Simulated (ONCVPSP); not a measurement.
## Gd, ONCV: configuration errors across variants

gadolinium, optimised norm-conserving Vanderbilt (ONCV), made with ONCVPSP 4.0.1 (PBE, fully relativistic). Core [Kr] 4d10, reference 4f7 5s2 5p6 5d1 6s2. Waves: 5s+6s: rc 2.00 bohr, ncon 4, nbas 9, qcut 7.9 1/bohr, 2 projectors; 5p: rc 1.85 bohr, ncon 4, nbas 7, qcut 7.3 1/bohr, 3 projectors, debl 0.4 Ha; 5d: rc 2.45 bohr, ncon 4, nbas 8, qcut 3.9 1/bohr, 2 projectors, debl 3.6 Ha; 4f: rc 1.45 bohr, ncon 5, nbas 10, qcut 9.8 1/bohr, 2 projectors, debl 1.5 Ha. Local part: polynomial inside 1.15 bohr (lpopt 5, dvloc0 3 Ha). Core correction: Teter function, fcfact 2.25, rcfact 1.35.

Open shells are filled in proportion to 2j + 1.

In the p channel the program set the typed energies aside and used -0.955, 0.250, 0.650 Ha (j = l + 1/2; the other j can differ).

All-electron excitation energies from the reference (eV): (1) 4f7 5s2 5p6 5d1 6s1 6.646; (2) 4f7 5s2 5p6 5d1 6s0 18.745; (3) 4f7 5s2 5p6 5d2 6s1 1.770.

1 further variants failed, have other tests or too few solved ones, and are left out.

A true bound ghost makes a file unfit for plane-wave use even where its test errors are small: the radial tests pick states by their node count and pass the ghost by.

Errors AE − PS in meV (a dash: test not solved or not reliable):

```tsv
change	(1)	(2)	(3)	bound ghosts	GHOST(+) flags above zero
base	+0.1	-0.1	-1.2	none	s, p3/2, d5/2, p1/2, d3/2
core correction Teter function, fcfact 2.25, rcfact 1.7	0.0	-1.3	-2.5	none	s, p3/2, d5/2, p1/2, d3/2
d: rc 2.56	+0.1	-0.2	-0.5	d3/2	s, p3/2, d5/2, p1/2
core correction none	+0.1	0.0	-1.2	none	s, p3/2, d5/2, p1/2, d3/2
```

Question: Give the same row for: all radii but the core radius scaled by about 1.09 (s 2.18, p 2.02, d 2.68, f 1.58 bohr); local potential polynomial inside 1.26 bohr (lpopt 5, dvloc0 3 Ha).

Answer: +0.1, -0.8, +0.1; bound ghosts: none; GHOST(+) flags above zero: s, d5/2, d3/2.
